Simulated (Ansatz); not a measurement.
Geometry optimisation, RKS r2SCANh-D4/def2-SVP (Ansatz).

Input:

```yaml
crystal:
  periodic: [false, false, false]
  atoms:
    - { symbol: B, position_ang: [-0.092693, -0.292714, -0.168179] }
    - { symbol: F, position_ang: [-0.13148, -0.564457, 1.1402] }
    - { symbol: H, position_ang: [0.97136, -0.111425, -0.7026] }
    - { symbol: "N", position_ang: [-1.280173, -0.381311, -0.898678] }
    - { symbol: H, position_ang: [-2.179655, -0.515022, -0.456647] }
    - { symbol: H, position_ang: [-1.324979, -0.187499, -1.887317] }
    - { symbol: "N", position_ang: [-0.168936, 2.226609, 0.930448] }
    - { symbol: H, position_ang: [-1.045834, 2.737312, 1.010501] }
    - { symbol: H, position_ang: [0.564591, 2.8767, 1.207711] }
    - { symbol: H, position_ang: [-0.194902, 1.494406, 1.662562] }
basis:
  gaussian: { orbitals: def2-SVP }
hamiltonian:
  xc: r2scanh
  dispersion: d4
relax:
  f_tol: 0.03
  max_steps: 50
```

Command:

```bash
$ ansatz run input.yaml --threads 2 --pin off --max-ram 3072MiB --backend cpu --events-out ev --progress --plain --runs-dir out
```

Where does it end, and by what steps?

It converged. After 36 steps the energy has fallen by 0.227 eV; H9 moved furthest, 1.19 Å. Joined: B1–N7 (2.75 → 1.70 Å).

| step | energy less start (eV) | largest force component (eV/Å) | accepted |
| --- | --- | --- | --- |
| 0 | 0.0000 | 0.618 | yes |
| 2 | -0.0199 | 0.156 | yes |
| 4 | -0.0259 | 0.121 | yes |
| 6 | -0.0285 | 0.152 | yes |
| 8 | -0.0293 | 0.164 | yes |
| 10 | -0.0312 | 0.052 | yes |
| 12 | -0.0324 | 0.034 | yes |
| 14 | -0.0336 | 0.382 | no |
| 16 | -0.0409 | 0.084 | yes |
| 18 | -0.0620 | 0.396 | yes |
| 20 | -0.1061 | 0.844 | yes |
| 22 | -0.1622 | 0.497 | yes |
| 24 | -0.1819 | 0.282 | yes |
| 26 | -0.1886 | 0.201 | yes |
| 28 | -0.1926 | 0.062 | yes |
| 30 | -0.1944 | 0.677 | no |
| 32 | -0.2129 | 0.156 | yes |
| 34 | -0.2256 | 0.092 | yes |
| 36 | -0.2269 | 0.014 | yes |

```xyz
10
Properties=species:S:1:pos:R:3
B -0.174 0.183 0.133
F -0.436 -0.660 1.221
H 0.976 0.129 -0.298
N -1.231 0.247 -0.900
H -2.091 -0.215 -0.615
H -0.959 -0.138 -1.797
N -0.222 1.696 0.909
H -1.174 1.869 1.234
H 0.019 2.429 0.244
H 0.410 1.742 1.707
```

Whether the end is a true minimum wasn't checked by a vibrational analysis.

Run time: 96 s on 2 threads of Arm Neoverse V1 (shared host), peak memory 0.18 GiB.
